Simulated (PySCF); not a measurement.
Molecule: `CC(C)C[C@@H](C)Cl`, C₆H₁₃Cl.

Bonds (- single, = double, # triple, : aromatic): C1-C2, C2-C3, C2-C4, C4-C5, C5-C6, C5-Cl7. C1 carries H8, H9, H10; C2 carries H11; C3 carries H12, H13, H14; C4 carries H15, H16; C5 carries H17; C6 carries H18, H19, H20. Stereochemistry as in CC(C)C[C@@H](C)Cl. H16 is pro-R; H15 is pro-S.

Frames of a GFN2-xTB Langevin trajectory at 200 K; GIAO PBE0/pcSseg-1 shieldings in PySCF, gas phase, non-relativistic; equivalent atoms averaged within each frame.

δ = σ(ref) − σ, references computed at the same level: ¹³C (σ = 186.93 ppm), ¹H (σ = 31.72 ppm) vs TMS; ³⁵Cl (σ = 949.78 ppm) vs HCl. The references are static minima.

How do the shifts (ppm) fluctuate along the trajectory?

Answers


```
         time (fs)    C4    C5    C6    C2    C3    C1  Cl7   H17   H16  H18/H19/H20
               250  62.5  62.0  28.1  27.6  24.1  19.3  162  5.14  2.43         1.44
               425  50.4  55.1  29.5  29.9  24.5  27.9  195  3.02  0.13         1.53
               625  56.0  57.5  32.3  23.7  27.0  18.8  158  4.28  0.74         1.85
               800  59.0  56.7  34.0  38.3  25.7  20.8  173  3.69  2.35         2.16
              1000  55.3  50.8  30.1  31.4  27.9  18.4  133  3.75  1.88         1.58
    mean of frames  56.7  56.4  30.8  30.2  25.8  21.0  164  3.98  1.51         1.71
standard deviation   4.5   4.0   2.3   5.4   1.6   3.9   23  0.79  1.02         0.29
```

5 frames give an uncertainty of the mean of about the standard deviation over 2.2 at best, since frames this close in time may not be independent; classical motion lacks zero-point vibration, and the reference would need the same averaging.
